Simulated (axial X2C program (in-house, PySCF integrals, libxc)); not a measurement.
# Photoelectron levels of TeBr⁻ by EOM-IP-CCSD

Calculated with an in-house all-electron X2C program for linear molecules (integrals from PySCF): two-component X2C with atomic mean-field Coulomb and Gaunt terms, Gaussian nuclei, basis Te dyall-acv3z, Br dyall-acv3z with contracted cores.

R = 2.607 Å (near the PBE0 minimum at charge -1 of the determinant lowest at the starting distance; the state shown can have its own minimum elsewhere).

Hartree–Fock spinors of TeBr⁻ (one of each Kramers pair; a window near the gap, which can cut inner shells):

```json
{"ω": "1/2", "occupied": "yes", "ε (eV)": "-14.82", "character": "75% Te s, 15% Br p, 5% Br d"}
{"ω": "1/2", "occupied": "yes", "ε (eV)": "-6.94", "character": "71% Br p, 19% Te p, 5% Te s"}
{"ω": "1/2", "occupied": "yes", "ε (eV)": "-6.74", "character": "76% Br p, 18% Te p, 2% Te d"}
{"ω": "3/2", "occupied": "yes", "ε (eV)": "-6.42", "character": "86% Br p, 9% Te p, 3% Te d"}
{"ω": "1/2", "occupied": "yes", "ε (eV)": "-3.26", "character": "81% Te p, 10% Br p, 5% Br d"}
{"ω": "3/2", "occupied": "yes", "ε (eV)": "-2.66", "character": "83% Te p, 8% Br p, 5% Br d"}
{"ω": "1/2", "occupied": "no", "ε (eV)": "4.05", "character": "74% Te p, 18% Br p, 4% Te d"}
{"ω": "1/2", "occupied": "no", "ε (eV)": "4.68", "character": "66% Te s, 22% Br p, 9% Te p"}
{"ω": "1/2", "occupied": "no", "ε (eV)": "4.83", "character": "96% Te p, 2% Br p"}
{"ω": "3/2", "occupied": "no", "ε (eV)": "4.87", "character": "97% Te p"}
{"ω": "1/2", "occupied": "no", "ε (eV)": "5.80", "character": "40% Te p, 27% Br p, 14% Te s"}
{"ω": "1/2", "occupied": "no", "ε (eV)": "6.08", "character": "94% Br p, 2% Br d, 2% Te p"}
```

Vertical detachment energies of TeBr⁻ to the states of TeBr:

```json
{"Ω of TeBr": "3/2", "vertical detachment energy (eV)": "2.480", "above lowest (cm⁻¹)": "0", "ionised spinor": "83% Te pπ, 8% Br pπ", "one-hole weight": "0.94"}
{"Ω of TeBr": "1/2", "vertical detachment energy (eV)": "2.973", "above lowest (cm⁻¹)": "3982", "ionised spinor": "80% Te pπ, 9% Br pπ", "one-hole weight": "0.94"}
{"Ω of TeBr": "3/2", "vertical detachment energy (eV)": "5.643", "above lowest (cm⁻¹)": "25515", "ionised spinor": "86% Br pπ, 9% Te pπ", "one-hole weight": "0.92"}
{"Ω of TeBr": "1/2", "vertical detachment energy (eV)": "5.945", "above lowest (cm⁻¹)": "27955", "ionised spinor": "82% Br pπ, 10% Te pπ", "one-hole weight": "0.92"}
{"Ω of TeBr": "1/2", "vertical detachment energy (eV)": "6.443", "above lowest (cm⁻¹)": "31971", "ionised spinor": "60% Br pσ, 25% Te pσ, 6% Te sσ", "one-hole weight": "0.86"}
```

(1) How far does the lowest EOM-IP-CCSD energy lie from the Koopmans value −ε of the highest filled spinor?

(2) Take the first Ω = 1/2 and Ω = 3/2 rows of π character: how far apart are they, and which lies lower?

This point took 14 s on 1 thread of Arm Neoverse V1, on a shared host.

Reference electrons by ω block (each with its −ω partner): 1/2: 28, 3/2: 13, 5/2: 3. 14 electrons of TeBr⁻ correlated (inner shells frozen), 92 natural virtual spinors (a truncated set); levels can be off by some tenths of an eV. Roots sought by Ω: (1/2: 4, 3/2: 3, 5/2: 1); the list ends where they run out and leaves out roots under 60 % one-particle weight. The solver can skip a root, and states that need a further excitation, which the method places far too high, are missing though they may lie low or lowest. T1 of the reference 0.010 (Lee–Taylor). Number of frozen shells: Te 4 s, 3 p, 2 d; Br 3 s, 2 p, 1 d.

## Answers

(1) 2.480 eV against 2.66 eV, a shift of -0.18 eV: relaxation of the final state lowers the energy and the loss of correlation raises it.

(2) E(3/2) − E(1/2) = 0 − 3982 = -3982 cm⁻¹ at EOM-IP-CCSD: inverted, Ω = 3/2 lower. Splittings at this level can be off by ten to twenty per cent.
